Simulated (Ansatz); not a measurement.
Ideal-gas functions of CH3Cl2In (`Cl[CH](Cl)[InH2]`) at 800 K and 1 bar, from an Ansatz frequency run at PBE0-D4/def2-TZVP.

Molar mass 200.76 g/mol, point group C1 (symmetry number 1), electronic degeneracy 1, moments of inertia 161.645, 390.524, 529.562 u Å². Harmonic wavenumbers (cm⁻¹, unscaled): 65, 134, 143, 269, 349, 494, 529, 579, 668, 767, 1086, 1228, 1839, 1864, 3155.

Use S(trans) = R[1.5 ln M + 2.5 ln T − 1.1517]; rotational temperatures θ = 24.2544 K / I; S(rot) = R[ln(√π/σ · √(T³/θAθBθC)) + 1.5]; for each mode x = 1.438777 ν̃/T, S = R[x/(eˣ − 1) − ln(1 − e⁻ˣ)] and H = RT x/(eˣ − 1); 1 cm⁻¹ = 0.0119627 kJ/mol; R = 8.31446 J/(mol·K).

Problem. By hand: the entropy, in J/(mol·K).

Solution. Translation 195.5. Rotation: θ = 0.15, 0.0621, 0.0458 K, giving 132.9. Vibration, mode by mode: 26.17, 20.17, 19.63, 14.43, 12.32, 9.57, 9.04, 8.34, 7.27, 6.27, 3.96, 3.23, 1.36, 1.31, 0.19, in all 143.2. Electronic 0.0. Sum 471.6 J/(mol·K).

Problem. By hand: H − E and G − E in kJ/mol, counted from the electronic energy.

Solution. Zero-point energy ½ × 13169 × 0.0119627 = 78.8; thermal vibration 52.1; translation, rotation and pV give 4 RT = 26.6. H − E = 157.5 kJ/mol, and G − E = 157.5 − 800 × 471.6/1000 = -219.8 kJ/mol.

Vibration gives 30 % of the entropy, 66.0 J/(mol·K) of it from the modes under 150 cm⁻¹: soft modes count most, and the harmonic formula is weakest for them. The sum counts one conformer and one mirror image; others add a mixing term.
